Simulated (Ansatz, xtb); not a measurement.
CHKO: which of two structures lies lower

Structure I is a singlet given by its coordinates and structure II is a triplet given by its coordinates. Both are isolated molecules in the gas phase, relaxed with PBE0-D4/def2-TZVP.

I (Å):

```xyz
4

C    -1.0142   -0.1318    0.4218
K     1.7549    0.2862   -0.0036
O    -2.1053   -0.3664    0.2157
H     0.1459   -0.2860   -1.5206
```

Close contacts (Å): C1–K2 2.83, C1–O3 1.13, K2–H4 2.28.

II (Å):

```xyz
4

C     0.5231   -2.1344    2.6268
K    -2.0396   -2.3066    1.4970
O     0.4693   -1.9448    1.4073
H     0.7565   -1.3744    3.3983
```

Close contacts (Å): C1–K2 2.81, C1–O3 1.24, K2–O3 2.54, C1–H4 1.11.

Q: Estimate E(II) − E(I) at the level CCSD(T)/def2-TZVPP.

A: Calculated at CCSD(T)/def2-TZVPP: E(II) − E(I) = +23.5 kcal/mol, so structure I lies lower.

How the difference moves with the method:

```tsv
level	geometry	E(II) − E(I) (kcal/mol)	departure from the last row (kcal/mol)	job, with rough time for the two
PBE0-D4/def2-TZVP	PBE0-D4/def2-TZVP	+12.5	−10.9	optimisation, 2.8 min
HF/def2-TZVPP	PBE0-D4/def2-TZVP	+14.6	−8.8	part of the CCSD(T) run
MP2/def2-TZVPP	PBE0-D4/def2-TZVP	+23.0	−0.5	part of the CCSD(T) run
CCSD(T)/def2-TZVPP	PBE0-D4/def2-TZVP	+23.5		single point, 98 s
```

The levels shown agree on the order. The largest departure from CCSD(T)/def2-TZVPP is that of PBE0-D4/def2-TZVP, 10.9 kcal/mol. At CCSD(T)/def2-TZVPP a singlet with the links of II lies below this triplet. Levels run at GFN2-xTB geometries aren't shown.

With harmonic frequencies from PBE0-D4/def2-TZVP (ideal gas, rigid rotor, one conformer each, 200 K, 1 atm): the zero-point term adds +3.0 kcal/mol; ΔH is +26.2 and ΔG +26.3 kcal/mol.

The T1 diagnostic of structure II is large, so the coupled-cluster value is less sure. Open shells are spin-unrestricted. The correlated steps freeze 7 core orbitals; the last core shell of K is correlated, in a basis made for valence electrons. ΔG holds the spin degeneracy. Mirror images aren't counted in ΔG. Programs: Ansatz 0.2.0; the last row on 1 thread of Intel(R) Xeon(R) Processor @ 2.50GHz (Skylake/Cascade Lake) on a shared host.
